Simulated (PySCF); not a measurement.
# How the method changes the constants of RuF⁻

State: ⁵Δ (quintet), unpaired electrons σ ↑, π ↑↑, δ ↑. Set-up: basis Ru def2-TZVPPD with ECP28, F def2-TZVPPD; scalar-relativistic core potentials; PySCF 2.14. De refers to Ru (4d7 5s1) + F⁻ in their high-spin ground configurations, without counterpoise correction. The functionals are run spin-unrestricted. A positive dipole points towards F; it is taken about the centre of mass and depends on that origin.

| Level | Re (Å) | ωe (cm⁻¹) | De (eV) | μ (D) | CPU s a point (SCF and correlation, without the integrals) |
| --- | --- | --- | --- | --- | --- |
| ROHF | 2.032 | 461 | n/a | -0.14 | 3.1 |
| ROHF-MP2 | 1.973 | 490 | n/a | n/a | 5 |
| ROHF-SCS-MP2 | 1.987 | 481 | n/a | n/a | n/a |
| ROHF-CCSD | 1.995 | 478 | n/a | n/a | n/a |
| ROHF-CCSD(T) | 1.987 | 487 | 2.41 | n/a | 340 |
| LDA | 1.938 | 517 | 2.94 | 0.10 | 1.5 |
| PBE | 1.998 | 452 | 2.31 | -0.39 | 1.9 |
| PBEsol | 1.965 | 484 | 2.56 | -0.09 | 1.1 |
| r²SCAN | 1.982 | 480 | 2.57 | -0.29 | 2.8 |
| M06-L | 2.025 | 436 | n/a | 0.04 | 22 |
| PBE0 | 1.991 | 461 | 2.18 | -0.54 | 3.9 |
| B97-3 | 2.012 | 443 | 2.21 | -0.47 | 2.4 |
| M06 | 2.011 | 453 | 2.35 | -0.38 | 4.7 |
| ωB97X-V | 1.998 | 459 | 2.25 | -0.34 | 9.4 |

**Question.** Which functional lies closest to ROHF-CCSD(T) in De, which farthest, and by how much do they differ from it?

**Answer.** Closest is M06 (+2.4 pm in Re, -7.0 % in ωe, -0.06 eV in De against ROHF-CCSD(T) in the same basis), farthest LDA (-4.9 pm in Re, +6.2 % in ωe, +0.53 eV in De). CCSD(T) converges more slowly with the basis than the functionals do and binds too weakly in this one, so the order can change at the basis-set limit.

**Question.** What does the step from GGA to meta-GGA do here, going from PBE to r²SCAN?

**Answer.** r²SCAN less PBE: -1.6 pm in Re, +6.2 % in ωe, +0.26 eV in De. 

**Question.** What does the gradient correction do here, going from LDA to PBE?

**Answer.** PBE less LDA: +6.0 pm in Re, -12.6 % in ωe, -0.63 eV in De. The gradient correction favours the more uneven density of free atoms, so it tends to lengthen bonds and takes away much of the overbinding of LDA; so it does here.

Correlated steps freeze 1 core orbital. The metal atom is held in its measured ground configuration; semilocal functionals can put another filling of s and d lower by some tenths of an eV, and De to that atom would be smaller. These are scalar-relativistic numbers at best; spin–orbit coupling would shift them, the dissociation energy most. For an ion De counts to the pair picked by the measured ionisation energies or electron affinities, which need not be the lowest pair at this level. The highest Kohn–Sham level is positive in this anion. Much of that is self-interaction error, but it also means that the finite basis helps to hold the extra electron. The CCSD T1 diagnostic is raised, a sign that a single reference may not be enough here. With d or f electrons several states lie close, and the lowest PBE0 determinant need not be the measured ground state.

The whole job (state search and all levels along the bond) took about 34 min on 2 threads of Arm Neoverse V1 (shared host), peak memory 4.3 GiB.
